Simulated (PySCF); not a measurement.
Excitations are Tamm–Dancoff values on a coarser integration grid. The basis has no diffuse functions, so Rydberg states are missing or too high.

Cartesian coordinates (Å):
```xyz
6

N     -1.2094    -0.0967    -0.1976
In     0.7797     0.0369    -0.0638
F      1.7799     1.6491    -0.4476
F      1.9525    -1.4704     0.2485
H     -1.6135    -0.8398     0.3569
H     -1.6950     0.7672     0.0047
```
Charge 0, spin multiplicity 1.

Task: Predict the HOMO, dipole moment, T1 excitation (TDA), S1 oscillator strength, brightest of the four lowest singlets (TDA), LUMO, HOMO–LUMO gap and S1–T1 gap (TDA) from PBE0-D3(BJ)/def2-TZVP in PySCF.

Result: 
| Quantity | Result |
|---|---|
| HOMO | -8.41 eV |
| dipole moment | 3.85 D |
| T1 excitation (TDA) | 3.96 eV |
| S1 oscillator strength | 0.055 |
| brightest of the four lowest singlets (TDA) | 4.83 eV |
| LUMO | -2.26 eV |
| HOMO–LUMO gap | 6.15 eV |
| S1–T1 gap (TDA) | 0.87 eV |
